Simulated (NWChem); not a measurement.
CH$_{6}$OTi; SMILES C[O][TiH3]

Program: NWChem. Pople sets run with spherical d functions. The geometry was optimised at PBE0/def2-SVP. Vertical excitations in the gas phase.

Q: What does the run give for PBE/6-31G*, TDA? Quantities: lowest excitation, singlet (eV); oscillator strength of that lowest state; orbital gap (eV).

A: 
```yaml
lowest excitation, singlet (eV): 3.56
oscillator_strength_of_that_lowest_state: 0.000
orbital gap (eV): 3.59
```
